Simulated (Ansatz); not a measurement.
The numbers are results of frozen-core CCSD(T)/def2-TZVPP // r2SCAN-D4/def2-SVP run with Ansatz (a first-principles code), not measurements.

Ansatz 0.2 input:
```yaml
crystal:
  periodic: [false, false, false]
  atoms:
    - { symbol: Si, position_ang: [-1.089492, 0.010823, -0.027672] }
    - { symbol: Sn, position_ang: [1.445573, -0.202117, -0.454156] }
    - { symbol: H, position_ang: [-1.72811, -1.331827, -0.174541] }
    - { symbol: H, position_ang: [-1.683368, 0.941307, -1.034377] }
    - { symbol: H, position_ang: [-1.38649, 0.535035, 1.34301] }
    - { symbol: H, position_ang: [2.197474, -1.27511, 0.668528] }
    - { symbol: H, position_ang: [2.244412, 1.321892, -0.320793] }
basis:
  gaussian: { orbitals: def2-TZVPP }
correlation:
  method: ccsd_t
magnetization:
  spin_polarized: true
  initial_magnetization: 1
```

Output:

```
Functional definition: HF
1088 factors; integrals over basis functions are off by at most 9.0e-4 eV
mean field evaluation 1: about -13745.0947 eV, gradient 9.4e0 eV
mean field evaluation 2: about -13745.0994 eV, gradient 9.4e0 eV
mean field evaluation 4: about -13746.3270 eV, gradient 1.5e0 eV
mean field evaluation 8: about -13746.3491 eV, gradient 2.0e-3 eV
mean field evaluation 16: about -13746.3445 eV, gradient 1.5e-1 eV
mean field -13746.34912694 eV, -505.1690128050 hartree, gradient 5.6e-6 eV, S^2 0.757700; 0 other end points of the search recorded, 0 dependent functions left out
9 core orbitals not correlated
reference -13746.34912694 eV, -505.1690128050 hartree; 12, 11 occupied and 141, 142 virtual orbitals, 1088 factors
second order -12.15017444 eV of doubles, -0.00000000 eV of singles
cycle   1  -12.55997787 eV  change   -4.1e-1 eV  update   9.1e-2
cycle   2  -12.98738973 eV  change   -4.3e-1 eV  update   2.9e-2
cycle   3  -13.03392628 eV  change   -4.7e-2 eV  update   1.2e-2
cycle   4  -13.02810150 eV  change    5.8e-3 eV  update   3.8e-3
cycle   5  -13.02780648 eV  change    3.0e-4 eV  update   1.3e-3
cycle   6  -13.02750152 eV  change    3.0e-4 eV  update   4.9e-4
cycle   7  -13.02751192 eV  change   -1.0e-5 eV  update   2.1e-4
cycle   8  -13.02762895 eV  change   -1.2e-4 eV  update   1.0e-4
cycle   9  -13.02763142 eV  change   -2.5e-6 eV  update   4.7e-5
cycle  10  -13.02761314 eV  change    1.8e-5 eV  update   2.3e-5
perturbative correction -0.36392948 eV, -0.0133741616 hartree
Total energy: -13759.74066956 eV, -505.6611429190 hartree
```

Cost: around 80 core-seconds (rough).
